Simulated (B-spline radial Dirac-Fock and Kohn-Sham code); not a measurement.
# Sn³⁺: non-radiative channels of the 4p1/2 vacancy

System: the Sn³⁺ ion, configuration 1s2 2s2 2p6 3s2 3p6 3d10 4s2 4p6 4d10 5s1, inside a Watson sphere of charge -3 and radius 3 Å (a model of the Madelung potential; inside it an electron's potential energy is raised by 14.4 eV).

The run's input, task.json:

```json
{"items": [{
  "Z": 50,
  "q": 3,
  "cfg": [[1, 0, 2], [2, 0, 2], [2, 1, 6], [3, 0, 2], [3, 1, 6], [3, 2, 10], [4, 0, 2], [4, 1, 6], [4, 2, 10], [5, 0, 1]],
  "A": 120,
  "rrms": 4.6519,
  "watson": [-3, 3.0],
  "do": ["binding", "quiet", "decay"],
  "holes": ["K", "L1", "L2", "L3", "M1", "M2", "M3", "M4", "M5", "N1", "N2", "N3", "N4", "N5"]
}]}
```

Command: `python xray_run.py task.json out`

Model: a relativistic independent-particle model: LDA orbitals of the hole state, radiative multipoles to third order, Auger rates from the Coulomb interaction with a continuum orbital, Dirac-Fock energies. Program: an atomic code on a B-spline grid. Kinetic energies are configuration averages from the vacuum level; the two-hole energies are estimated from single-hole states.

```
transition  kinetic energy (eV)  width (meV)  share (%)
   N2-N4N4                11.10         3730       16.2
   N2-N4N5                11.95        18500       80.0
   N2-N5N5                13.21          644        2.8
   N2-N4O1                40.61          212        0.9
```

Coster-Kronig rates are the weakest part of this model and often come out 1.5 to 2.5 times too large. Super-Coster-Kronig decay this fast strains the one-particle picture, and such widths tend to come out too large. The listed channels hold 100 % of the non-radiative rate. Summed by principal shells, of 23.1 eV in all: NNN 99.0 %, NNO 1.0 %.

Values without a named source are computed, but for edge energies of neutral atoms, which are taken from tables.
